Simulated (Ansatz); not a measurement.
Calculated with Ansatz (gas phase, PBE0-D4/def2-TZVP geometries, no zero-point term in ΔE). CCSD(T)/CBS is the MP2 limit (def2-TZVPP, def2-QZVPP) plus CCSD(T) − MP2 in def2-TZVPP, frozen cores. Functionals use def2-TZVPP. B3LYP here is the variant with VWN-RPA as its local correlation; programs differ in this. HSE06 is defined as in plane-wave codes. For Ge outer-core shells are correlated without core-valence functions, which leaves a few kJ/mol of doubt a bond. Scalar relativity is left out up to krypton. Each species was taken in one conformer, which may not be the lowest.

Reaction (redistribution): `C[NH][GeH2][CH3]` + `F[BH][AlH2]` → `C[NH][GeH3]` + `C[B](F)[AlH2]`

`C[NH][GeH2][CH3]`:

Z-matrix (Å, degrees):
```
C
N 1 1.449
H 1 1.094 2 110.4
H 1 1.094 2 109.5 3 117.3
H 1 1.101 2 115.0 3 -121.9
Ge 2 1.841 1 118.7 3 -168.8
H 2 1.010 1 111.9 3 56.3
C 6 1.958 2 113.8 1 -56.9
H 6 1.542 2 106.2 1 63.2
H 6 1.540 2 106.2 1 -178.6
H 8 1.091 6 110.5 2 -61.8
H 8 1.092 6 110.3 2 178.2
H 8 1.091 6 110.4 2 58.4
```

`F[BH][AlH2]`:

Cartesian coordinates in Å:
```
F -2.102 -0.002 0.325
B -0.869 -0.440 0.560
Al 0.820 0.388 -0.502
H -0.805 -1.312 1.396
H 1.627 1.629 0.084
H 1.329 -0.263 -1.864
```

`C[NH][GeH3]`:

Cartesian coordinates in Å:
```
C -1.137 -0.442 -0.694
N 0.296 -0.219 -0.665
Ge 1.047 0.375 0.905
H -1.424 -0.938 -1.625
H -1.747 0.469 -0.596
H -1.418 -1.112 0.123
H 0.607 0.307 -1.469
H 2.544 0.589 0.639
H 0.814 -0.722 1.957
H 0.418 1.692 1.425
```

`C[B](F)[AlH2]`:

Cartesian coordinates in Å:
```
C -1.335 0.577 0.199
B 0.062 0.431 -0.487
F 0.309 1.225 -1.536
Al 1.621 -0.964 0.082
H -1.925 -0.323 -0.022
H -1.253 0.611 1.290
H -1.901 1.447 -0.148
H 2.752 -0.561 1.131
H 1.671 -2.444 -0.509
```

```tsv
level	ΔE (kcal/mol)
B3LYP-D4	-6.3
B3LYP	-6.8
HSE06	-7.1
CCSD/CBS(def2)	-5.1
```

(1) What does CCSD(T)/CBS give? (An estimate is asked.)

Largest T1 diagnostic among the species: 0.014.

Answers

(1) Ansatz gave: -5.1 kcal/mol. The listed levels differ from it by -1.2, -1.7, -2.0, 0.0 kcal/mol.

Leaving LDA and LC-ωPBE aside and taking each functional with its dispersion term where it has one, the values, not all of them listed here, spread over 3.0 kcal/mol, from B97M-V to B2PLYP. LDA lies −1.7 kcal/mol from PBE without D4. At CCSD(T), def2-SVP lies −2.4 kcal/mol from the extrapolated value and def2-TZVPP +0.3 kcal/mol.
